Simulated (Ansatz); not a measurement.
`[BH2][GeH2][Br]` + PH₃ → `[BH2][GeH2][PH2]` + HBr  (ligand exchange at a Ge–Br bond)

Gas-phase electronic energies from Ansatz, PBE0-D4/def2-TZVP geometries. CCSD(T)/CBS adds triple-zeta CCSD(T) − MP2 to the extrapolated MP2 energy (def2 sets, frozen cores). This one scheme is used for every species. Functionals use def2-TZVPP. HSE06 is defined as in plane-wave codes. For Br, Ge outer-core shells are correlated without core-valence functions, which leaves a few kJ/mol of doubt a bond. Scalar relativity is left out up to krypton. Each species was taken in one conformer, which may not be the lowest.

`[BH2][GeH2][Br]`:

```xyz
7

B    -0.764    0.298    1.004
Ge    0.335   -0.304   -0.623
Br    2.208    1.039   -0.917
H    -1.765   -0.299    1.269
H    -0.428    1.219    1.681
H     0.870   -1.740   -0.475
H    -0.456   -0.212   -1.940
```

PH₃:

```xyz
4

P     0.143   -0.463    0.320
H    -0.841    0.479    0.719
H    -0.376   -0.562   -0.998
H     1.074    0.547   -0.040
```

`[BH2][GeH2][PH2]`:

Cartesian coordinates in Å:
```
B -1.669 0.298 0.541
Ge 0.374 0.438 0.491
P 0.964 -0.394 -1.621
H -2.343 1.134 0.020
H -2.206 -0.653 1.025
H 1.099 -0.354 1.596
H 0.898 1.886 0.509
H 2.313 -0.630 -1.243
H 0.571 -1.726 -1.317
```

HBr:

```xyz
2

Br   -0.567   -0.421   -0.078
H     0.567    0.421    0.078
```

```
             level  ΔE (kcal/mol)
            PBE-D4           11.6
          HSE06-D4           12.9
            revPBE           12.5
CCSD(T)/def2-TZVPP           13.4
```

Question: What does CCSD(T)/CBS give? (Estimate.)

Answer: The calculation gave: +13.4 kcal/mol. The listed levels differ from it by -1.8, -0.5, -0.9, 0.0 kcal/mol.

Largest T1 diagnostic among the species: 0.013.

From PBE to PBE0 (25 % exact exchange), in def2-TZVPP and without D4, ΔE moves by +1.2 kcal/mol. In def2-TZVPP, CCSD(T) changes the Hartree–Fock value by −6.2 kcal/mol (the triples alone add −0.8 kcal/mol) and MP2 by −5.9 kcal/mol.
